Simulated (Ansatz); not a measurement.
MnBrO3⁺, that is MnO3Br with one electron fewer. The state is a doublet with charge 1. Geometry PBE0-D4/def2-SVP, that of the neutral singlet; atoms count from 1.

```xyz
5

Mn    0.169   -0.056    0.024
O     0.267   -1.476   -0.547
O     1.084    0.919   -0.728
O     0.442   -0.035    1.533
Br   -1.961    0.647   -0.283
```

The charge 1 doublet is spin-contaminated (final ⟨S²⟩ up to 0.88, 0.75 for a pure state).

**Question.** Estimate the Mulliken populations from the PBE0/def2-TZVP orbitals of Ansatz.

**Answer.** 
```csv
atom,charge (e),spin (α − β),d electrons
Mn1,1.17,-0.60,5.11
O2,-0.21,0.29,–
O3,-0.22,0.13,–
O4,-0.21,0.29,–
Br5,0.47,0.89,–
```
Mulliken values and Mayer orders depend strongly on the basis.

**Question.** Where does the spin sit?

**Answer.** Summed by element: Mn -0.60, O 0.72, Br 0.89, of 1 unpaired in all. Largest on single atoms: Br5 0.89, Mn1 -0.60, O2 0.29.

**Question.** And the Mayer bond orders between bonded heavy atoms (over 0.3)?

**Answer.** Mn1–O2 1.78 (1.53 Å); Mn1–O3 1.88 (1.53 Å); Mn1–O4 1.78 (1.53 Å); Mn1–Br5 0.84 (2.26 Å).
